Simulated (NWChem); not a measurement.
System: CH7AlOSi; SMILES [CH3][AlH][O][SiH3]

The following NWChem deck was run.

```
start job
memory heap 200 mb stack 900 mb global 1100 mb
geometry units angstroms noautosym nocenter noautoz
  Al    -0.532084     1.151650     0.274474
  H     -2.012326     1.420677     0.778738
  C      0.742585     2.571923    -0.105505
  H      0.912372     3.194947     0.789471
  H      0.351872     3.250486    -0.883232
  H      1.718502     2.192348    -0.445107
  O     -0.082498    -0.480636     0.070383
  Si     0.188691    -2.096589    -0.073831
  H     -1.030406    -2.880150     0.297434
  H      1.309258    -2.515720     0.823409
  H      0.555727    -2.436404    -1.483157
end
basis spherical
  * library 6-31g*
end
dft
  xc hfexch
  iterations 150
end
property
  efieldgrad
end
task dft property
```

Output (shortened):

```
             Northwest Computational Chemistry Package (NWChem) 7.3.0
             --------------------------------------------------------

                             Geometry "geometry" -> ""
                             -------------------------

 Output coordinates in angstroms (scale by  1.889725989 to convert to a.u.)

  No.       Tag          Charge          X              Y              Z
 ---- ---------------- ---------- -------------- -------------- --------------
    1 Al                  13.0000    -0.53208400     1.15165000     0.27447400
    2 H                    1.0000    -2.01232600     1.42067700     0.77873800
    3 C                    6.0000     0.74258500     2.57192300    -0.10550500
    4 H                    1.0000     0.91237200     3.19494700     0.78947100
    5 H                    1.0000     0.35187200     3.25048600    -0.88323200
    6 H                    1.0000     1.71850200     2.19234800    -0.44510700
    7 O                    8.0000    -0.08249800    -0.48063600     0.07038300
    8 Si                  14.0000     0.18869100    -2.09658900    -0.07383100
    9 H                    1.0000    -1.03040600    -2.88015000     0.29743400
   10 H                    1.0000     1.30925800    -2.51572000     0.82340900
   11 H                    1.0000     0.55572700    -2.43640400    -1.48315700

 Effective nuclear repulsion energy (a.u.)     198.6405729063

  xc_inp: hfexch multiplicative factor not found.
                              NWChem Property Module
                              ----------------------

  itol2e modified to match energy
  convergence criterion.

                                 NWChem DFT Module
                                 -----------------

 Summary of "ao basis" -> "ao basis" (spherical)
 ------------------------------------------------------------------------------
       Tag                 Description            Shells   Functions and Types
 ---------------- ------------------------------  ------  ---------------------
 Al                          6-31g*                  8       18   4s3p1d
 H                           6-31g*                  2        2   2s
 C                           6-31g*                  6       14   3s2p1d
 O                           6-31g*                  6       14   3s2p1d
 Si                          6-31g*                  8       18   4s3p1d

  itol2e modified to match energy
  convergence criterion.

            General Information
            -------------------
          SCF calculation type: DFT
          Wavefunction type:  closed shell.
          No. of atoms     :    11
          No. of electrons :    48
           Alpha electrons :    24
            Beta electrons :    24
          Charge           :     0
          Spin multiplicity:     1
          Use of symmetry is: off; symmetry adaption is: off
          Maximum number of iterations: 150
          AO basis - number of functions:    78
                     number of shells:    42
          Convergence on energy requested:  1.00D-07
          Convergence on density requested:  1.00D-05
          Convergence on gradient requested:  5.00D-04

              XC Information
              --------------
                     Hartree-Fock (Exact) Exchange  1.000

      Superposition of Atomic Density Guess
      -------------------------------------

 Sum of atomic energies:        -646.57819238

      Non-variational initial energy
      ------------------------------

 Total energy =    -647.897833
 1-e energy   =   -1289.089938
 2-e energy   =     442.551532
 HOMO         =      -0.338179
 LUMO         =       0.006674

[...]

          -----------------------
          Electric field gradient
          -----------------------

 1 a.u. = 0.324123 10**(16) esu/cm**3  ( or statvolts/cm**2 ) = 0.97174 10**(22) v/m**2

 ------------------------------------------------------------
   Atom      X         Y         Z
 ------------------------------------------------------------
    1 Al  -1.00549   2.17630   0.51868
 ------------------------------------------------------------

 Electric field gradient in molecular frame (a.u.)
         XX             YY             ZZ             XY             XZ             YZ
 ------------------------------------------------------------------------------------------
        0.451796       0.417326      -0.869122       0.164832      -0.491705      -0.007495

 Principal components (a.u.) and orientation
 of principal axis w.r.t. absolute frame                      Asymmetry parameter eta
 --------------------------------------------------------------------------------------
       -1.033453       0.703297       0.330156                       0.361063

        0.317245       0.832938      -0.453398
       -0.031148       0.486989       0.872853
        0.947832      -0.262786       0.180439

 ------------------------------------------------------------
   Atom      X         Y         Z
 ------------------------------------------------------------
    2 H   -3.80274   2.68469   1.47160
 ------------------------------------------------------------

 Electric field gradient in molecular frame (a.u.)
         XX             YY             ZZ             XY             XZ             YZ
 ------------------------------------------------------------------------------------------
       -0.094149       0.055608       0.038541       0.028590       0.051189      -0.009581

 Principal components (a.u.) and orientation
 of principal axis w.r.t. absolute frame                      Asymmetry parameter eta
 --------------------------------------------------------------------------------------
       -0.116872       0.060884       0.055988                       0.041887

        0.932412       0.173154       0.317215
       -0.172206       0.984565      -0.031255
       -0.317731      -0.025484       0.947838

 ------------------------------------------------------------
   Atom      X         Y         Z
 ------------------------------------------------------------
    3 C    1.40328   4.86023  -0.19938
 ------------------------------------------------------------

 Electric field gradient in molecular frame (a.u.)
         XX             YY             ZZ             XY             XZ             YZ
 ------------------------------------------------------------------------------------------
        0.024394       0.061558      -0.085953       0.106168      -0.037288      -0.030302

 Principal components (a.u.) and orientation
 of principal axis w.r.t. absolute frame                      Asymmetry parameter eta
 --------------------------------------------------------------------------------------
        0.159831      -0.097437      -0.062394                       0.219249

        0.637511       0.317313       0.702063
        0.746949      -0.031246      -0.664147
       -0.188806       0.947806      -0.256936

 ------------------------------------------------------------
   Atom      X         Y         Z
 ------------------------------------------------------------
    4 H    1.72413   6.03757   1.49188
 ------------------------------------------------------------

 Electric field gradient in molecular frame (a.u.)
         XX             YY             ZZ             XY             XZ             YZ
 ------------------------------------------------------------------------------------------
        0.136862       0.007975      -0.144837      -0.034831      -0.056636      -0.202349

 Principal components (a.u.) and orientation
 of principal axis w.r.t. absolute frame                      Asymmetry parameter eta
 --------------------------------------------------------------------------------------
       -0.294934       0.151004       0.143930                       0.023983

        0.151986       0.658672       0.736920
        0.561049       0.556324      -0.612966
        0.813710      -0.506611       0.284994

 ------------------------------------------------------------
   Atom      X         Y         Z
 ------------------------------------------------------------
    5 H    0.66494   6.14253  -1.66907
 ------------------------------------------------------------

 Electric field gradient in molecular frame (a.u.)
         XX             YY             ZZ             XY             XZ             YZ
 ------------------------------------------------------------------------------------------
        0.092935      -0.018132      -0.074804       0.099080      -0.110450       0.189621

 Principal components (a.u.) and orientation
 of principal axis w.r.t. absolute frame                      Asymmetry parameter eta
 --------------------------------------------------------------------------------------
       -0.294936       0.151006       0.143930                       0.023992

        0.357246       0.841906      -0.404436
       -0.611509       0.538132       0.580061
        0.705997       0.040092       0.707079

 ------------------------------------------------------------
   Atom      X         Y         Z
 ------------------------------------------------------------
    6 H    3.24750   4.14294  -0.84113
 ------------------------------------------------------------

 Electric field gradient in molecular frame (a.u.)
         XX             YY             ZZ             XY             XZ             YZ
 ------------------------------------------------------------------------------------------
       -0.201543       0.100449       0.101094       0.139516       0.120050      -0.048158

[...]
```

Level: Hartree-Fock/6-31G* (spherical d). Coordinates come from a PBE0/def2-SVP optimisation. NWChem prints the field gradient with the sign opposite to the second derivative of the potential.
